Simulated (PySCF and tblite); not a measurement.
Results of a calculation; reference values are marked as such.
2 regioisomers of C6H6O2S:

| isomer | SMILES |
| --- | --- |
| A | [CH3:1][O:2][C:3](=[O:4])[c:5]1[cH:6][cH:7][cH:8][s:9]1 |
| B | [CH3:1][O:2][C:3](=[O:4])[c:5]1[cH:6][cH:7][s:8][cH:9]1 |

Protocol: conformer search, at most 4 conformers an isomer, GFN2-xTB geometries, energies B3LYP/def2-SVP (IEF-PCM, water) (D3(BJ) added where defined), weights at 298.15 K with GFN2-xTB thermal terms. Programs: PySCF with density fitting and tblite.

Equilibrium rotational constants and dipole components of each isomer's leading conformer, in random order:

| set | A (MHz) | B (MHz) | C (MHz) | abs μa | abs μb | abs μc (D) |
| --- | --- | --- | --- | --- | --- | --- |
| P | 3846 | 820 | 679 | 0.83 | 2.10 | 0.01 |
| Q | 3350 | 984 | 764 | 1.50 | 1.86 | 0.00 |

(1) Match sets and isomers.

The whole study took 15 min on 1 thread of Intel Xeon @ 2.50GHz, on a host shared with other jobs (rough), peak memory 1.2 GiB, launched as `OMP_NUM_THREADS=1 python ens_run.py task.json out`.

Answers

(1) P is B (Cs), Q is A (Cs).
